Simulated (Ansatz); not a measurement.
A set of 12 reactions (ligand exchange), with CCSD(T)/CBS values in kJ/mol:

```csv
reaction,ΔE
`C[N](C)[Sn][Cl]` + `O[SiH3]` → `[SiH3][O][Sn][Cl]` + `CNC`,-33.4
`[NH2][In]([SH])[O][SiH3]` + `[NH2][Ge][OH]` → `[NH2][Ge][O][SiH3]` + `[NH2][In]([OH])[SH]`,1.8
`O[SiH2]B(F)Br` + HCl → `O[SiH2]B(F)Cl` + HBr,-6.3
`[Cl][Al]([Br])[Br]` + HCl → `[Cl][Al]([Cl])[Br]` + HBr,1.5
`Cl[SiH2]O[SiH](Cl)Cl` + `C[SiH](S)Cl` → `C[SiH](Cl)S[SiH2]Cl` + `O[SiH](Cl)Cl`,46.8
`O[Si]1(S)CO1` + HCl → `O[Si]1(Cl)CO1` + H₂S,-31.6
`O[SiH](F)[Si](O)(O)O` + `CCS` → `CCS[Si](O)(O)O` + `O[SiH2]F`,-87.9
`[OH][GeH2][SiH](O)F` + `BO` → `BO[SiH](O)F` + `[OH][GeH3]`,-110.8
`O[SiH2]B(F)Br` + HBr → `FB(Br)Br` + `O[SiH3]`,-85.4
`[OH][Al]([OH])[SeH]` + `O[SiH3]` → `[OH][Al]([OH])[O][SiH3]` + H₂Se,-42.7
`NC[SiH](O)O` + NH₃ → `NC[SiH](N)O` + H₂O,42.7
`[CH3][GaH][CH2]F` + `SS` → `[CH3][GaH][S]S` + `CF`,-130.2
```

Computed with Ansatz on PBE0-D4/def2-TZVP structures; ΔE is electronic, products minus reactants. CCSD(T)/CBS adds triple-zeta CCSD(T) − MP2 to the extrapolated MP2 energy (def2 sets, frozen cores). This one scheme is used for every species. DFT in def2-TZVPP. def2 core potentials past Kr. For Br, Ga, Ge, In, Se, Sn outer-core shells are correlated without core-valence functions, which leaves a few kJ/mol of doubt a bond. Scalar relativity is left out up to krypton. One conformer a species, not always the lowest.

Task: Give the mean, mean absolute and largest difference (level minus CCSD(T)/CBS, kJ/mol) for: PBE-D4, r2SCAN-D4, ωB97M-V, B2PLYP, r2SCAN, PBE0, HF/def2-TZVPP, MP2/def2-TZVPP, CCSD/def2-TZVPP, CCSD(T)/def2-TZVPP, MP2/def2-QZVPP, HF/CBS(def2), MP2/CBS(def2), CCSD/CBS(def2). (Estimate.)

Result: Ansatz gave: 
```json
{"level": "PBE-D4", "mean": "4.1", "mean absolute": "8.1", "largest": "27.6"}
{"level": "r2SCAN-D4", "mean": "-0.2", "mean absolute": "2.2", "largest": "5.0"}
{"level": "ωB97M-V", "mean": "-1.1", "mean absolute": "2.6", "largest": "-7.1"}
{"level": "B2PLYP", "mean": "-1.0", "mean absolute": "3.6", "largest": "5.8"}
{"level": "r2SCAN", "mean": "-0.1", "mean absolute": "2.3", "largest": "5.7"}
{"level": "PBE0", "mean": "2.0", "mean absolute": "5.1", "largest": "13.9"}
{"level": "HF/def2-TZVPP", "mean": "-5.8", "mean absolute": "11.3", "largest": "-31.0"}
{"level": "MP2/def2-TZVPP", "mean": "-2.3", "mean absolute": "3.7", "largest": "-11.6"}
{"level": "CCSD/def2-TZVPP", "mean": "-0.5", "mean absolute": "3.3", "largest": "8.4"}
{"level": "CCSD(T)/def2-TZVPP", "mean": "0.0", "mean absolute": "1.7", "largest": "-4.5"}
{"level": "MP2/def2-QZVPP", "mean": "-2.5", "mean absolute": "3.5", "largest": "-11.4"}
{"level": "HF/CBS(def2)", "mean": "-6.2", "mean absolute": "12.1", "largest": "-34.7"}
{"level": "MP2/CBS(def2)", "mean": "-2.4", "mean absolute": "4.1", "largest": "-11.3"}
{"level": "CCSD/CBS(def2)", "mean": "-0.5", "mean absolute": "2.0", "largest": "-5.6"}
```

The largest T1 diagnostic in the set is 0.017, for `C[N](C)[Sn][Cl]` (customary mark 0.02).

CCSD(T)/CBS is a level of theory with its own doubt, and the functionals carry their triple-zeta basis error, so these figures describe this set and don't rank the functionals.
